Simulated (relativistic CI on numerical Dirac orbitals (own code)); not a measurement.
## Co⁴⁺ in a cubic cluster: 3s photoemission with charge transfer

Computed with a charge-transfer multiplet model of a cubic metal-ligand cluster with up to 3 ligand holes, Slater and spin-orbit integrals from Dirac-Coulomb-Breit ions, Slater integrals scaled by 0.9. The ground state mixes d5 with configurations of k ligand holes L, whose averages lie at kΔ + k(k − 1)U_dd/2; a core hole lowers each added d electron by U_cd. 300 K, Lorentzian 1.4 eV and Gaussian 0.8 eV FWHM.

Atomic integrals in eV (Slater integrals scaled, ζ unscaled), ground: F2dd 12.224, F4dd 7.677, zeta_d 0.080; with the core hole: F2dd 13.052, F4dd 8.234, zeta_d 0.090, G2cd 12.608.

Cluster parameters (eV): Δ = 2.5, U_dd = 7.2, 10Dq = 0.65, 10Dq(ligand) = 1, V(eg) = 1.85, V(t2g) = -0.93, final-state hopping factor = 1.

```csv
Case,n_d,d5,d6L,d7L2,d8L3,S
U_cd = 7.5 eV,5.21,0.80,0.19,0.01,0.00,2.50
U_cd = 8.1 eV,5.21,0.80,0.19,0.01,0.00,2.50
U_cd = 8.7 eV,5.21,0.80,0.19,0.01,0.00,2.50
```

Weights, n_d and S are thermal averages at 300 K. Binding energies count from the first peak over 30 % of the highest in each spectrum, which can be another peak from case to case. The parameters are a model scan and need not match a compound or its usual spin state. Peaks in eV (height, largest 100):
- U_cd = 7.5 eV: 0.0 (100), 5.7 (37), 13.0 (46), 18.7 (33), 20.8 (13)
- U_cd = 8.1 eV: 0.0 (100), 5.8 (46), 12.8 (45), 18.4 (32), 20.6 (16), 22.2 (18)
- U_cd = 8.7 eV: 0.0 (100), 5.8 (56), 8.9 (11), 12.5 (44), 18.1 (31), 22.5 (26)

Curve for U_cd = 8.1 eV (points under 2 left out, the grid thinned):

| E (eV) | Intensity |
| --- | --- |
| -3.5 | 5.1 |
| -2.8 | 7.7 |
| -2.2 | 12.0 |
| -1.5 | 23.6 |
| -0.9 | 49.3 |
| -0.2 | 95.6 |
| 0.4 | 85.8 |
| 1.1 | 40.1 |
| 1.7 | 21.7 |
| 2.4 | 14.4 |
| 3.0 | 11.8 |
| 3.7 | 11.1 |
| 4.4 | 15.6 |
| 5.0 | 28.2 |
| 5.7 | 46.0 |
| 6.3 | 35.9 |
| 7.0 | 16.9 |
| 7.6 | 10.0 |
| 8.3 | 7.3 |
| 8.9 | 7.2 |
| 9.6 | 7.8 |
| 10.2 | 8.1 |
| 10.9 | 10.1 |
| 11.6 | 18.0 |
| 12.2 | 33.8 |
| 12.9 | 44.5 |
| 13.5 | 28.8 |
| 14.2 | 13.8 |
| 14.8 | 9.1 |
| 15.5 | 7.0 |
| 16.1 | 6.9 |
| 16.8 | 9.4 |
| 17.4 | 15.8 |
| 18.1 | 29.2 |
| 18.8 | 29.2 |
| 19.4 | 19.9 |
| 20.1 | 16.0 |
| 20.7 | 16.0 |
| 21.4 | 15.6 |
| 22.0 | 17.2 |
| 22.7 | 15.6 |
| 23.3 | 9.5 |
| 24.0 | 4.8 |
| 24.6 | 3.0 |
| 25.3 | 2.0 |

For the case U_cd = 8.1 eV, Δ = 2.5 eV is smaller than U_dd = 7.2 eV, the charge-transfer side of the Zaanen-Sawatzky-Allen scheme. With the core hole the configuration with one ligand hole lies at Δ − U_cd = -5.0, -5.6, -6.2 eV from the one without, in the order of the table; where this is negative the screened configuration lies lower.

Without intra-shell correlation the exchange splitting of the 3s hole comes out too large.
